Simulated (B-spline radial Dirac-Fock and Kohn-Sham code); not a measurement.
## Er²²⁺: eigenvalues, ΔSCF and the reference

System: erbium as Er²²⁺, [Kr] 4d10.

The density-functional columns are spherical, spin-unpolarised Dirac-Kohn-Sham results without Breit or QED terms: −ε is minus the orbital energy of the initial state and ΔSCF the difference of two total energies. The reference in the last column comes from Dirac-Fock energy differences between relaxed states, corrected for Breit and QED terms. All numbers are from an atomic code on a B-spline grid, in eV; a selection of levels is shown. The Kohn-Sham columns are given as differences from the reference. For the 1s level of heavy atoms much of the gap between ΔSCF and the reference is the Breit and QED part, -263.7 eV here; for other levels the error of the functional can be larger.

```
level  LDA −ε − DF  LDA ΔSCF − DF  Dirac-Fock
   1s       -260.9         +250.5     58140.9
   2s       -167.9          -61.2     10423.1
2p1/2       -126.3           +5.3      9927.8
2p3/2       -135.9          -17.7      9022.4
   3s        -91.3          -48.5      2894.3
3p1/2        -75.1          -30.4      2678.9
3p3/2        -73.8          -31.6      2484.8
3d3/2        -53.0           -5.3      2121.7
3d5/2        -53.8           -7.0      2080.5
   4s        -45.2          -22.6      1071.6
4p1/2        -36.5          -14.1       981.5
4p3/2        -36.4          -14.9       931.0
4d3/2        -20.4           +1.1       779.4
4d5/2        -20.6           +0.6       769.5
```

For the outermost level NIST gives 770 ± 4 eV (theoretical); the differences from it are LDA −ε -21.08, LDA ΔSCF +0.08, Dirac-Fock -0.50 eV.

Values without a named source are computed, but for edge energies of neutral atoms, which are taken from tables.
